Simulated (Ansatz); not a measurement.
Born–Oppenheimer molecular dynamics of C$_{2}$H$_{8}$BFO (13 atoms, charge 0, multiplicity 1). It starts at the highest image of a converged band. Of that band: Neighbouring images differ by up to 2.1 eV, so the band resolves the path poorly. A vibrational analysis at the climbing image gives one clearly imaginary mode, 1485i cm⁻¹: a first-order saddle point.

All numbers below come from RKS B3LYP-D4/6-31G* in Ansatz 0.2.0.

```
ensemble                      : NVE (velocity Verlet)
time step                     : 0.5 fs
steps asked                   : 155
starting velocities drawn for : 300 K
seed                          : 5076
```

Frames 1 fs apart, positions in Å.

Velocities at 65.0 fs (Å/ps):

```
B -3.84 -3.02 -20.61
H 27.43 -18.13 0.92
F 4.25 -7.61 1.92
C -7.74 -5.30 2.30
H 30.09 -4.33 12.58
H -1.18 4.11 2.59
H 5.68 -7.04 3.25
O 1.20 12.64 6.24
C -3.92 7.21 -1.16
H -7.91 10.74 13.39
H -1.30 -3.19 8.09
H 4.63 -16.29 15.18
H 23.64 -13.46 16.17
```

```xyz
13
Properties=species:S:1:pos:R:3 time_fs=65.0 energy_less_start_eV=-0.391 T=575
B -0.288 -0.602 0.208
H -0.660 -1.508 0.892
F 0.965 -0.204 0.360
C -1.056 -0.025 -1.049
H -0.844 -0.939 -1.662
H -2.145 0.010 -1.011
H -0.725 0.805 -1.685
O -0.492 2.148 1.328
C 0.876 2.213 1.792
H 1.094 1.400 2.519
H 1.609 2.157 0.985
H 0.963 3.192 2.245
H -0.376 1.613 0.510
13
Properties=species:S:1:pos:R:3 time_fs=66.0 energy_less_start_eV=-0.369 T=560
B -0.292 -0.605 0.187
H -0.634 -1.526 0.893
F 0.969 -0.211 0.362
C -1.064 -0.030 -1.047
H -0.815 -0.942 -1.650
H -2.147 0.014 -1.008
H -0.717 0.799 -1.679
O -0.491 2.160 1.334
C 0.872 2.221 1.791
H 1.086 1.413 2.531
H 1.608 2.153 0.993
H 0.969 3.177 2.263
H -0.356 1.602 0.528
13
Properties=species:S:1:pos:R:3 time_fs=67.0 energy_less_start_eV=-0.338 T=538
B -0.296 -0.608 0.166
H -0.610 -1.540 0.891
F 0.974 -0.219 0.364
C -1.072 -0.037 -1.045
H -0.790 -0.944 -1.641
H -2.152 0.016 -1.002
H -0.707 0.793 -1.668
O -0.488 2.172 1.339
C 0.868 2.227 1.791
H 1.077 1.430 2.540
H 1.607 2.150 0.997
H 0.978 3.169 2.286
H -0.345 1.599 0.552
13
Properties=species:S:1:pos:R:3 time_fs=68.0 energy_less_start_eV=-0.304 T=514
B -0.299 -0.611 0.146
H -0.588 -1.549 0.885
F 0.979 -0.227 0.366
C -1.079 -0.044 -1.044
H -0.770 -0.944 -1.634
H -2.159 0.016 -0.995
H -0.694 0.787 -1.651
O -0.486 2.183 1.343
C 0.863 2.234 1.792
H 1.069 1.449 2.545
H 1.607 2.146 0.999
H 0.990 3.168 2.312
H -0.344 1.602 0.580
13
Properties=species:S:1:pos:R:3 time_fs=69.0 energy_less_start_eV=-0.259 T=482
B -0.302 -0.614 0.127
H -0.571 -1.552 0.873
F 0.983 -0.234 0.368
C -1.086 -0.051 -1.043
H -0.756 -0.944 -1.631
H -2.170 0.013 -0.987
H -0.680 0.783 -1.630
O -0.482 2.194 1.347
C 0.859 2.240 1.794
H 1.060 1.468 2.548
H 1.606 2.144 0.999
H 1.003 3.174 2.341
H -0.351 1.606 0.605
13
Properties=species:S:1:pos:R:3 time_fs=70.0 energy_less_start_eV=-0.211 T=449
B -0.304 -0.617 0.110
H -0.557 -1.551 0.855
F 0.987 -0.242 0.369
C -1.093 -0.059 -1.043
H -0.749 -0.944 -1.632
H -2.180 0.007 -0.980
H -0.665 0.780 -1.604
O -0.479 2.205 1.351
C 0.854 2.247 1.796
H 1.052 1.484 2.549
H 1.605 2.143 0.999
H 1.018 3.182 2.367
H -0.368 1.609 0.623
13
Properties=species:S:1:pos:R:3 time_fs=71.0 energy_less_start_eV=-0.183 T=429
B -0.304 -0.622 0.095
H -0.550 -1.546 0.831
F 0.991 -0.249 0.370
C -1.099 -0.066 -1.044
H -0.749 -0.944 -1.639
H -2.191 -0.002 -0.974
H -0.652 0.778 -1.576
O -0.475 2.216 1.355
C 0.851 2.255 1.801
H 1.045 1.495 2.551
H 1.602 2.143 0.999
H 1.031 3.191 2.388
H -0.392 1.607 0.632
13
Properties=species:S:1:pos:R:3 time_fs=72.0 energy_less_start_eV=-0.182 T=428
B -0.302 -0.627 0.082
H -0.549 -1.539 0.804
F 0.995 -0.257 0.371
C -1.105 -0.073 -1.045
H -0.757 -0.945 -1.650
H -2.198 -0.014 -0.969
H -0.640 0.779 -1.546
O -0.472 2.227 1.359
C 0.848 2.263 1.806
H 1.040 1.499 2.553
H 1.597 2.146 1.000
H 1.043 3.198 2.401
H -0.421 1.600 0.632
13
Properties=species:S:1:pos:R:3 time_fs=73.0 energy_less_start_eV=-0.195 T=438
B -0.298 -0.632 0.071
H -0.555 -1.535 0.775
F 0.997 -0.264 0.372
C -1.111 -0.079 -1.047
H -0.772 -0.945 -1.666
H -2.203 -0.029 -0.966
H -0.631 0.783 -1.517
O -0.469 2.238 1.363
C 0.846 2.272 1.812
H 1.036 1.496 2.556
H 1.589 2.152 1.004
H 1.053 3.201 2.405
H -0.456 1.594 0.628
13
Properties=species:S:1:pos:R:3 time_fs=74.0 energy_less_start_eV=-0.217 T=453
B -0.292 -0.638 0.063
H -0.569 -1.535 0.748
F 1.000 -0.272 0.371
C -1.117 -0.086 -1.050
H -0.793 -0.945 -1.687
H -2.204 -0.044 -0.964
H -0.626 0.789 -1.489
O -0.466 2.248 1.366
C 0.846 2.282 1.820
H 1.033 1.488 2.560
H 1.581 2.160 1.010
H 1.058 3.203 2.401
H -0.493 1.592 0.628
13
Properties=species:S:1:pos:R:3 time_fs=75.0 energy_less_start_eV=-0.253 T=478
B -0.285 -0.644 0.057
H -0.589 -1.543 0.724
F 1.002 -0.279 0.371
C -1.122 -0.092 -1.054
H -0.821 -0.944 -1.713
H -2.204 -0.060 -0.963
H -0.627 0.797 -1.463
O -0.464 2.259 1.369
C 0.846 2.291 1.828
H 1.031 1.477 2.562
H 1.573 2.170 1.018
H 1.061 3.204 2.391
H -0.531 1.598 0.634
13
Properties=species:S:1:pos:R:3 time_fs=76.0 energy_less_start_eV=-0.297 T=509
B -0.276 -0.651 0.053
H -0.616 -1.559 0.704
F 1.003 -0.286 0.370
C -1.126 -0.098 -1.058
H -0.853 -0.940 -1.742
H -2.204 -0.076 -0.963
H -0.633 0.806 -1.441
O -0.462 2.270 1.370
C 0.847 2.300 1.837
H 1.030 1.467 2.561
H 1.566 2.182 1.025
H 1.060 3.209 2.378
H -0.568 1.613 0.649
```

Of the whole run (78 fs, mean temperature of the second half 523 K): The conserved energy stayed within 0.11 meV per atom of its start (net change 0.014 meV per atom), so the integration is sound. The system heated up, since it started high on the potential surface and ran downhill. A run of 0.077 ps of so small a system gives no equilibrium averages. The orbitals stay closed-shell, which can raise the energy where a bond breaks towards radicals; this wasn't checked here.

The run took 11 min on 2 threads of Intel(R) Xeon(R) Processor @ 2.50GHz (Skylake/Cascade Lake) (shared host), peak memory 0.2 GiB.
